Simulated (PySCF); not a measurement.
## Calculated properties of `C(/C=C(\C(=O)OC)C=C)=C`

Compound: C₈H₁₀O₂.
Atom-mapped SMILES: `[CH2:1]=[CH:2]/[CH:3]=[C:4](/[CH:5]=[CH2:6])[C:7](=[O:8])[O:9][CH3:10]` (hydrogens: H11, H12 on C1; H13 on C2; H14 on C3; H15 on C5; H16, H17 on C6; H18, H19, H20 on C10)

Structural features include: ester and C=C double bond.

**GFN2-xTB geometry**

```yaml
Point_group_of_the_GFN2-xTB_geometry: C1
Rotational_constants_A_B_C_of_the_GFN2-xTB_geometry: 1.845, 0.956, 0.689 GHz
```

**PBE0/pcSseg-1 ground state and GIAO shieldings, non-relativistic (PySCF)**

```yaml
Dipole_moment: 1.61 D
HOMO_energy: -6.45 eV
LUMO_energy: -1.72 eV
HOMO–LUMO_gap: 4.73 eV
Lowest_Hirshfeld_atomic_charge: -0.24 e on O8
Highest_Hirshfeld_atomic_charge: +0.21 e on C7
13C_chemical_shifts_computed_TMS_as_zero_by_class: 174.3 (C7), 146.0 (C3), 143.8 (C5), 142.7 (C2), 141.9 (C4), 130.5 (C1), 126.3 (C6), 50.5 (C10) ppm
1H_chemical_shifts_computed_TMS_as_zero_by_class: 7.32 (H13), 6.55 (H15), 6.41 (H14), 5.72 (H11), 5.69 (H12), 5.68 (H17), 5.56 (H16), 4.16 (H18/H19/H20) ppm
Isotropic_shieldings_of_nuclei_other_than_C_and_H_by_class: -109 (O8), 137 (O9) ppm
Mayer_bond_orders_between_heavy_atoms: C1–C2 1.88, C2–C3 1.12, C3–C4 1.69, C4–C5 1.11, C5–C6 1.91, C4–C7 0.94, C7–O8 1.92, C7–O9 1.11, O9–C10 0.87
```

Monoisotopic mass (most abundant isotopes): 138.0681 u.

With B = h/(8π²I), that is 505.379 GHz u Å² over I, the principal moments of inertia are 273.9, 528.8 and 733.8 u Å² (most abundant isotopes). In atomic units the dipole is 0.63 e·bohr (1 au = 2.5417 D). The rotational constants make it an asymmetric top with κ = (2B − A − C)/(A − C) = -0.54, nearer the prolate limit (−1).

Geometry: GFN2-xTB, one conformer, isolated molecule. GFN2-xTB frequencies show an imaginary mode (30i cm⁻¹), so this geometry is no minimum at that level. NMR classes are plain means over equivalent atoms (diastereotopic ones count apart unless rotation or inversion swaps them), as if these changed places fast; in this geometry the members of some classes differ.

For the NMR shielding job (PBE0/pcSseg-1), on an Arm Neoverse V2 with one thread, shared host with 48 logical CPUs at a one-minute load of 14, this took 62 s (grids of density and orbitals included) and 1.0 GiB of memory at its peak.

Conformer computed: `[CH2:1]=[CH:2]/[CH:3]=[C:4](/[CH:5]=[CH2:6])[C:7](=[O:8])[O:9][CH3:10]`: C1–C2–C3–C4 179°, C3–C4–C5–C6 -170°, C3–C4–C7–O8 51°, C4–C7–O9–C10 179°.
